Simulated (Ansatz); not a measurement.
Ideal-gas functions of CHFO3Si, SMILES `O=C1O[Si]1(O)F` at 400 K and 1 bar, from an Ansatz frequency run at PBE0-D4/def2-TZVP.

Molar mass 108.1 g/mol, point group C1 (symmetry number 1), electronic degeneracy 1, moments of inertia 84.89, 229.227, 264.94 u Å². Harmonic wavenumbers (cm⁻¹, unscaled): 131, 223, 240, 293, 310, 464, 504, 576, 692, 781, 950, 1003, 1105, 1986, 3911.

Use S(trans) = R[1.5 ln M + 2.5 ln T − 1.1517]; rotational temperatures θ = 24.2544 K / I; S(rot) = R[ln(√π/σ · √(T³/θAθBθC)) + 1.5]; for each mode x = 1.438777 ν̃/T, S = R[x/(eˣ − 1) − ln(1 − e⁻ˣ)] and H = RT x/(eˣ − 1); 1 cm⁻¹ = 0.0119627 kJ/mol; R = 8.31446 J/(mol·K).

Q: By hand: the entropy, in J/(mol·K).

A: Translation 173.4. Rotation: θ = 0.2857, 0.1058, 0.0915 K, giving 116.4. Vibration, mode by mode: 14.65, 10.37, 9.79, 8.25, 7.83, 4.96, 4.42, 3.60, 2.59, 2.01, 1.24, 1.06, 0.79, 0.05, 0.00, in all 71.6. Electronic 0.0. Sum 361.4 J/(mol·K).

Q: By hand: H − E and G − E in kJ/mol, counted from the electronic energy.

A: Zero-point energy ½ × 13169 × 0.0119627 = 78.8; thermal vibration 16.3; translation, rotation and pV give 4 RT = 13.3. H − E = 108.4 kJ/mol, and G − E = 108.4 − 400 × 361.4/1000 = -36.2 kJ/mol.

Vibration gives 20 % of the entropy, 14.6 J/(mol·K) of it from the mode under 150 cm⁻¹: soft modes count most, and the harmonic formula is weakest for them. The sum counts one conformer and one mirror image; others add a mixing term.
